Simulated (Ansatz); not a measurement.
`O[SiH](F)[SiH2]Br` + H₂Se → `[SeH][SiH2]Br` + `O[SiH2]F`  (cleavage of the Si–Si bond)

Gas-phase electronic energies from Ansatz, PBE0-D4/def2-TZVP geometries. CCSD(T)/CBS is the MP2 limit (def2-TZVPP, def2-QZVPP) plus CCSD(T) − MP2 in def2-TZVPP, frozen cores. DFT in def2-TZVPP. For Br, Se outer-core shells are correlated without core-valence functions, which leaves a few kJ/mol of doubt a bond. Scalar relativity is left out up to krypton. One conformer a species, not always the lowest.

(1) Is it downhill or uphill in electronic energy at CCSD(T)/CBS, and by how much? (An estimate is asked.)

(2) What do these levels give: BLYP-D4, BHLYP-D4, B2PLYP, PBE-QIDH, PBE0, HF/def2-SVP? (Estimate.)

Largest T1 diagnostic among the species: 0.011.

Results:

(1) The calculation gave: Downhill: ΔE = -74.1 kJ/mol.

(2) Ansatz gave: BLYP-D4 -61.2, BHLYP-D4 -71.8, B2PLYP -74.3, PBE-QIDH -74.6, PBE0 -66.3, HF/def2-SVP -76.9 kJ/mol.

The D4 term adds +4.1 kJ/mol with B3LYP and +2.5 kJ/mol with PBE0; it sums over pairs of atoms, weighted by their polarisabilities, and B3LYP, whose exchange is more repulsive, gets the larger term. From r2SCAN to r2SCAN0 (25 % exact exchange), in def2-TZVPP and without D4, ΔE moves by −3.7 kJ/mol.

B3LYP here is the variant with VWN-RPA as its local correlation; programs differ in this.
